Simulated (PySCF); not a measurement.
A species of formula C5H12N2Si has this rotational fingerprint, computed with PBE0/pcSseg-1 in PySCF (dipole) on a GFN2-xTB geometry, gas phase:

| Quantity | Value |
| --- | --- |
| Rotational constants | A = 2841, B = 924.2, C = 747.8 MHz |
| Dipole components | \|μa\| = 0.23 D, \|μb\| = 1.94 D, \|μc\| = 0.15 D |
| Inertial defect | -48.91 u·Å² |
| κ | -0.83 |

Task: Which structure is it? (One computed conformer of each.)
A. `[CH3:1]/[C:2](=[N:3]\[NH:4][SiH3:5])[CH:6]1[CH2:7][CH2:8]1` with C2–N3–N4–Si5 -170°, C1–C2–C6–C7 147°
B. `[CH2:1]=[N:2][C@@H:3]1[CH2:4][CH2:5][N:6]([SiH3:7])[CH2:8]1` with C1–N2–C3–C4 -126°, N2–C3–C4–C5 -110°, C3–C4–C5–N6 -29°, C4–C5–N6–Si7 -159°, C5–N6–C8–C3 -38°
C. `[CH3:1][N:2]([SiH3:3])/[N:4]=[CH:5]\[CH:6]1[CH2:7][CH2:8]1` with C1–N2–N4–C5 164°, N4–C5–C6–C7 128°
D. `[CH3:1][CH2:2][CH2:3][NH:4][CH2:5][SiH2:6][C:7]#[N:8]` with C1–C2–C3–N4 175°, C2–C3–N4–C5 68°, C3–N4–C5–Si6 171°, N4–C5–Si6–C7 64°
E. `[CH3:1][CH2:2][C@H:3]([C:4]#[N:5])[CH2:6][NH:7][SiH3:8]` with C1–C2–C3–C4 -163°, C2–C3–C6–N7 -175°, C3–C6–N7–Si8 148°

Result: A. It is C/C(=N\N[SiH3])C1CC1, an asymmetric top, point group C1. The candidates at the same level (rigid rotor, commonest isotopes):

```tsv
SMILES	A (MHz)	B (MHz)	C (MHz)	μa (D)	μb (D)	μc (D)	Δ (u·Å²)	point group	rotor
CN([SiH3])/N=C\C1CC1	3230	984.4	809.2	0.52	1.16	0.34	-45.34	C1	asymmetric top
CCCNC[SiH2]C#N	3342	654.8	586.1	2.28	2.89	0.94	-60.67	C1	near-prolate asymmetric top
C=N[C@@H]1CCN([SiH3])C1	4527	898.1	796.6	1.13	0.05	1.06	-39.99	C1	near-prolate asymmetric top
C/C(=N\N[SiH3])C1CC1	2841	924.2	747.8	0.23	1.94	0.15	-48.91	C1	asymmetric top
CC[C@H](C#N)CN[SiH3]	2176	919.9	675.4	0.08	3.51	0.21	-33.28	C1	asymmetric top
```

`CC[C@H](C#N)CN[SiH3]` has A 23 % too low; `CCCNC[SiH2]C#N` has B 29 % too low; `C=N[C@@H]1CCN([SiH3])C1` has A 59 % too high; `CN([SiH3])/N=C\C1CC1` has A 14 % too high. No structure here is proved a minimum.
